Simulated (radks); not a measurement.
Species: Sm50+. Configuration: [Ne] 3s2. Calculated with a radial shooting solver on a logarithmic mesh with Libxc functionals: Dirac Kohn-Sham, PBE, spin-unpolarised, spherical densities, finite nucleus; Fermi nuclear charge, rms radius 5.0819 fm. Some entries of the table are withheld. Estimate them.

orbital  occ.  eigenvalue (Ry)  <r> (bohr)  <r^2> (bohr^2)
1s1/2       2        -3696.524         (1)       0.0007038
2s1/2       2        -813.7009     0.09493         0.01067
2p1/2       2        -788.4643         (2)             (3)
2p3/2       4        -742.5689         (4)             (5)
3s1/2       2              (6)      0.2283         0.05948

Answer. 
(1) 1s1/2 <r> (bohr): 0.02273
(2) 2p1/2 <r> (bohr): 0.07929
(3) 2p1/2 <r^2> (bohr^2): 0.007733
(4) 2p3/2 <r> (bohr): 0.08561
(5) 2p3/2 <r^2> (bohr^2): 0.008882
(6) 3s1/2 eigenvalue (Ry): -332.0400
